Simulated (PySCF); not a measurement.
**Computed spin Hamiltonian**

C3H9FNSi2 (doublet state).
Geometry (GFN2-xTB, Å), atoms numbered from 1 in this order:
```xyz
16
C3H9FNSi2 angstrom
F      3.3698    0.8499    0.1652
C      2.7470   -0.3752    0.2335
C      2.1036   -0.9325   -1.0029
C      1.2924   -0.4439    0.1247
Si    -0.1256    0.6977    0.4410
N     -1.5036   -0.1406   -0.1933
Si    -3.1518    0.3856   -0.1854
H      3.3135   -1.0194    0.8979
H      2.2109   -1.9962   -1.1771
H      2.1082   -0.3501   -1.9166
H     -0.0539    1.9836   -0.2634
H     -0.1879    0.9098    1.8925
H     -1.3742   -1.1297   -0.3344
H     -3.8552   -0.5016   -1.1125
H     -3.1534    1.7760   -0.6307
H     -3.7471    0.2956    1.1538
```

The hyperfine couplings belong to this conformer and change with its torsions.

The species is `F[C@@H]1C[C]1[SiH2]N[SiH3]` [radical].

Level of theory: UKS B3LYP, pcH-1 on C F H N Si, non-relativistic, mean-field spin-orbit, GIAO (PySCF 2.14.0). One conformer (not necessarily the lowest) at the GFN2-xTB geometry, without solvent, vibrations or thermal averaging. The geometry wasn't refined by DFT: couplings that depend on bond lengths, twists or pyramidal angles can differ widely from those at the functional's own minimum. Stability of the SCF solution: not tested.

```json
{
  "g1, g2, g3": "2.00215, 2.00260, 2.00331",
  "g_iso": "2.00269",
  "Form of g": "rhombic: the two nearest values differ by 38 % of g3 − g1",
  "⟨S²⟩": "0.7535 (exact 0.7500)",
  "α and β electrons": "36, 35",
  "Total energy": "-853.29541 Eh"
}
```

Isotropic coupling and dipolar principal values T1 to T3, in 10⁻⁴ cm⁻¹ (1 × 10⁻⁴ cm⁻¹ = 2.998 MHz):

```json
{"atom": "F1", "isotope": "19F", "a_iso": "29.2", "of which spin–orbit": "0.2", "T1": "-21.7", "T2": "-17.4", "T3": "39.1", "Mulliken spin population": "0.02"}
{"atom": "C2", "isotope": "13C", "a_iso": "-4.8", "of which spin–orbit": "0.0", "T1": "-1.3", "T2": "0.0", "T3": "1.3", "Mulliken spin population": "-0.03"}
{"atom": "C3", "isotope": "13C", "a_iso": "-8.4", "of which spin–orbit": "0.0", "T1": "-2.0", "T2": "-0.2", "T3": "2.2", "Mulliken spin population": "-0.04"}
{"atom": "C4", "isotope": "13C", "a_iso": "56.3", "of which spin–orbit": "0.0", "T1": "-24.0", "T2": "-23.0", "T3": "47.0", "Mulliken spin population": "0.91"}
{"atom": "Si5", "isotope": "29Si", "a_iso": "7.9", "of which spin–orbit": "0.0", "T1": "-1.1", "T2": "-0.1", "T3": "1.1", "Mulliken spin population": "-0.02"}
{"atom": "N6", "isotope": "14N", "a_iso": "0.5", "of which spin–orbit": "0.0", "T1": "-0.2", "T2": "-0.1", "T3": "0.3", "Mulliken spin population": "0.00"}
{"atom": "Si7", "isotope": "29Si", "a_iso": "0.5", "of which spin–orbit": "0.0", "T1": "-0.1", "T2": "0.1", "T3": "0.1", "Mulliken spin population": "0.00"}
{"atom": "H8", "isotope": "1H", "a_iso": "18.8", "of which spin–orbit": "0.0", "T1": "-2.0", "T2": "-0.8", "T3": "2.8", "Mulliken spin population": "0.02"}
{"atom": "H9", "isotope": "1H", "a_iso": "37.5", "of which spin–orbit": "0.0", "T1": "-2.2", "T2": "-1.3", "T3": "3.4", "Mulliken spin population": "0.05"}
{"atom": "H10", "isotope": "1H", "a_iso": "29.8", "of which spin–orbit": "0.0", "T1": "-2.1", "T2": "-0.6", "T3": "2.6", "Mulliken spin population": "0.04"}
{"atom": "H11", "isotope": "1H", "a_iso": "22.3", "of which spin–orbit": "0.0", "T1": "-1.0", "T2": "-0.4", "T3": "1.4", "Mulliken spin population": "0.04"}
{"atom": "H12", "isotope": "1H", "a_iso": "2.1", "of which spin–orbit": "0.0", "T1": "-1.2", "T2": "-0.9", "T3": "2.0", "Mulliken spin population": "0.00"}
{"atom": "H13", "isotope": "1H", "a_iso": "-0.3", "of which spin–orbit": "0.0", "T1": "-1.2", "T2": "-0.8", "T3": "2.0", "Mulliken spin population": "0.00"}
{"atom": "H14", "isotope": "1H", "a_iso": "0.0", "of which spin–orbit": "0.0", "T1": "-0.2", "T2": "-0.2", "T3": "0.3", "Mulliken spin population": "0.00"}
{"atom": "H15", "isotope": "1H", "a_iso": "0.5", "of which spin–orbit": "0.0", "T1": "-0.2", "T2": "-0.2", "T3": "0.4", "Mulliken spin population": "0.00"}
{"atom": "H16", "isotope": "1H", "a_iso": "0.1", "of which spin–orbit": "0.0", "T1": "-0.2", "T2": "-0.2", "T3": "0.4", "Mulliken spin population": "0.00"}
```

The largest Mulliken spin population is on C4 (+0.91). The angles at C4 add up to 337.2°, so it is pyramidal.

Under fast tumbling the dipolar parts average out, and these isotropic splittings remain (the largest six): 1 × 1H (H9, I = 1/2, 2 lines) with 4.01 mT, 1 × 1H (H10, I = 1/2, 2 lines) with 3.19 mT, 1 × 19F (F1, I = 1/2, 2 lines) with 3.12 mT, 1 × 1H (H11, I = 1/2, 2 lines) with 2.38 mT, 1 × 1H (H8, I = 1/2, 2 lines) with 2.01 mT and 1 × 1H (H12, I = 1/2, 2 lines) with 0.22 mT.

The 13C coupling of C4 (168.7 MHz) shows only in satellite lines or after enrichment, since that isotope makes up about 1.07 % of natural carbon.

The 29Si coupling of Si5 (23.7 MHz) shows only in satellite lines or after enrichment, since that isotope makes up about 4.7 % of natural silicon.

Examples of negative spin density at the nucleus (bohr⁻³): Si5 (-0.0267), C3 (-0.0223) and C2 (-0.0128).
